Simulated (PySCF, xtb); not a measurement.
C₂H₆BFO, SMILES CCOBF. The values are those of a single conformer.

Harmonic wavenumbers (cm⁻¹) from xtb 6.7.1 with GFN2-xTB at its own minimum, in rising order: 28, 183, 240, 255, 449, 585, 758, 834, 861, 1013, 1043, 1092, 1131, 1156, 1250, 1323, 1370, 1401, 1468, 1477, 1492, 2666, 2930, 2940, 3043, 3048, 3051.

What does PBE-D3(BJ)/def2-SVP (PySCF 2.14.0) give at its own minimum? (Estimate from the structure and the level; the computed values follow.)

25, 204, 229, 282, 444, 599, 790, 828, 870, 1001, 1069, 1083, 1134, 1178, 1270, 1322, 1353, 1407, 1415, 1426, 1469, 2604, 2978, 2980, 3034, 3073, 3078. Paired by order, the mean absolute difference is 22 cm⁻¹ and the zero-point energies are 53.0 and 53.1 kcal/mol.
